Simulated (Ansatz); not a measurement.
A nudged elastic band was laid between two geometries of CH₅Ga (7 atoms, charge 0, multiplicity 1).

Method: RKS PBE-D4/def2-SVP (Ansatz).

```
movable images  : 7
climbing image  : yes
spring          : 5.0 eV/Å²
optimiser       : quadratic models (default)
start path      : through a guess of the saddle point
force threshold : 0.05 eV/Å
iteration limit : 60
end points      : relaxed
```

Image 0:

```xyz
7
Properties=species:S:1:pos:R:3
Ga 0.236 0.002 0.118
H 0.207 -0.001 1.706
H 1.635 -0.003 -0.631
C -1.473 0.004 -0.873
H -2.045 -0.914 -0.620
H -2.098 0.862 -0.547
H -1.345 0.050 -1.971
```

Image 8:

```xyz
7
Properties=species:S:1:pos:R:3
Ga 0.494 0.063 -1.592
H 0.513 -0.043 1.422
H 1.240 -0.022 1.168
C -1.487 0.008 -1.031
H -1.735 -0.914 -0.460
H -1.766 0.879 -0.396
H -2.142 0.029 -1.931
```

Problem. Which bonds break or form, and what moves?

Solution. Bonds broken: Ga1–H2, Ga1–H3. Bonds formed: H2–H3. CH5Ga becomes CH3Ga + H2.

Problem. Give the energies along the band, and the barrier.

Solution. The forces met the threshold. The highest image is number 4 of 0 to 8, 52.7 kcal/mol above the first end and 35.0 kcal/mol above the last; the last end lies 17.7 kcal/mol above the first. A vibrational analysis at the climbing image gives one clearly imaginary mode, 1130i cm⁻¹: a first-order saddle point. The orbitals stay closed-shell, which can raise the energy where a bond breaks towards radicals; this wasn't checked here.

| image | path coordinate (Å) | energy (kcal/mol) | Ga1–H2 (Å) | Ga1–H3 (Å) | H2–H3 (Å) |
| --- | --- | --- | --- | --- | --- |
| 0 | 0.00 | 0.0 | 1.59 | 1.59 | 2.74 |
| 1 | 0.46 | 2.2 | 1.58 | 1.58 | 2.64 |
| 2 | 0.92 | 11.7 | 1.58 | 1.56 | 2.34 |
| 3 | 1.37 | 34.5 | 1.65 | 1.53 | 1.89 |
| 4 | 1.83 | 52.7 | 1.88 | 1.57 | 1.44 |
| 5 | 2.20 | 37.9 | 2.03 | 1.72 | 1.02 |
| 6 | 2.58 | 20.8 | 2.36 | 2.09 | 0.79 |
| 7 | 2.95 | 18.1 | 2.71 | 2.46 | 0.78 |
| 8 | 3.32 | 17.7 | 3.02 | 2.86 | 0.77 |

Problem. What is the geometry of the highest image?

Solution. 
```xyz
7
Properties=species:S:1:pos:R:3
Ga 0.456 0.020 -0.679
H 0.288 -0.025 1.191
H 1.532 0.005 0.467
C -1.515 0.004 -0.924
H -1.929 -0.917 -0.469
H -1.957 0.876 -0.403
H -1.758 0.038 -2.001
```

Problem. What are the harmonic wavenumbers there?

Solution. 1130i, 168, 402, 485, 538, 758, 779, 1147, 1188, 1368, 1379, 1948, 2993, 3101, 3119 cm⁻¹.

The band took 15 iterations and of the order of 2.8 core-minutes.

The run took 2.8 min on 1 thread of Arm Neoverse V1, with other jobs on the host, peak memory 0.12 GiB.
